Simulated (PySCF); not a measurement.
## A survey of $^{15}$N NMR shifts

[PySCF 2.14.0 with density-fitted response routines: σ from GIAO-PBE0/pcSseg-1; structure optimised with GFN2-xTB; rapidly exchanging positions averaged; isolated molecule; single conformer; no relativistic terms]

Shieldings were converted by a linear fit to measured shifts: $^{15}$N (scatter 6.3 ppm rms vs CH3NO2, solution or neat liquid). A few per cent of atoms miss by over 2 rms, more outside the fitted compound classes.

Question: Give the $^{15}$N shifts of `N[Si@@H](N[SiH3])C1(F)CC1`, `CN[Si@@H](P)[SiH2]N(C)C`, `C=Cn1cpc(C)n1`, `CN(C)[C@@H]([SiH3])[Si@@H](N)P`, `Cc1nnc([SiH3])o1`, `NC/C=C\N([SiH3])[SiH2]F`, `CN(C)[SiH2]N(C)[SiH2]P`, `N#C[SiH2][Si@](N)(S)C#N`, `CS(=O)(=O)NS(C)(=O)=O`.

Answer: 
```csv
compound,environment,δ (ppm)
[NH2:1][Si@@H:2]([NH:3][SiH3:4])[C:5]1([F:6])[CH2:7][CH2:8]1,"N1: nitrogen bonded to Si, 2 H",-372.7
[NH2:1][Si@@H:2]([NH:3][SiH3:4])[C:5]1([F:6])[CH2:7][CH2:8]1,"N3: nitrogen bonded to 2 Si, H",-386.2
[CH3:1][NH:2][Si@@H:3]([PH2:4])[SiH2:5][N:6]([CH3:7])[CH3:8],"N2: nitrogen bonded to C, Si, H",-382.0
[CH3:1][NH:2][Si@@H:3]([PH2:4])[SiH2:5][N:6]([CH3:7])[CH3:8],"N6: nitrogen bonded to 2 C, Si",-386.7
[CH2:1]=[CH:2][n:3]1[cH:4][p:5][c:6]([CH3:7])[n:8]1,N8: pyridine-type nitrogen of an azole,-70.6
[CH2:1]=[CH:2][n:3]1[cH:4][p:5][c:6]([CH3:7])[n:8]1,N3: pyrrole-type ring nitrogen,-155.4
[CH3:1][N:2]([CH3:3])[C@@H:4]([SiH3:5])[Si@@H:6]([NH2:7])[PH2:8],N2: amine nitrogen,-369.7
[CH3:1][N:2]([CH3:3])[C@@H:4]([SiH3:5])[Si@@H:6]([NH2:7])[PH2:8],"N7: nitrogen bonded to Si, 2 H",-389.9
[CH3:1][c:2]1[n:3][n:4][c:5]([SiH3:6])[o:7]1,N4: pyridine-type nitrogen of an azole,-43.4
[CH3:1][c:2]1[n:3][n:4][c:5]([SiH3:6])[o:7]1,N3: pyridine-type nitrogen of an azole,-74.0
[NH2:1][CH2:2]/[CH:3]=[CH:4]\[N:5]([SiH3:6])[SiH2:7][F:8],N1: amine nitrogen,-327.2
[NH2:1][CH2:2]/[CH:3]=[CH:4]\[N:5]([SiH3:6])[SiH2:7][F:8],N5: enamine nitrogen,-335.1
[CH3:1][N:2]([CH3:3])[SiH2:4][N:5]([CH3:6])[SiH2:7][PH2:8],"N2: nitrogen bonded to 2 C, Si",-364.9
[CH3:1][N:2]([CH3:3])[SiH2:4][N:5]([CH3:6])[SiH2:7][PH2:8],"N5: nitrogen bonded to C, 2 Si",-382.8
[N:1]#[C:2][SiH2:3][Si@:4]([NH2:5])([SH:6])[C:7]#[N:8],N1: nitrile nitrogen,-51.1
[N:1]#[C:2][SiH2:3][Si@:4]([NH2:5])([SH:6])[C:7]#[N:8],N8: nitrile nitrogen,-62.8
[N:1]#[C:2][SiH2:3][Si@:4]([NH2:5])([SH:6])[C:7]#[N:8],"N5: nitrogen bonded to Si, 2 H",-361.5
CS(=O)(=O)NS(C)(=O)=O,sulfonamide nitrogen,-235.4
```
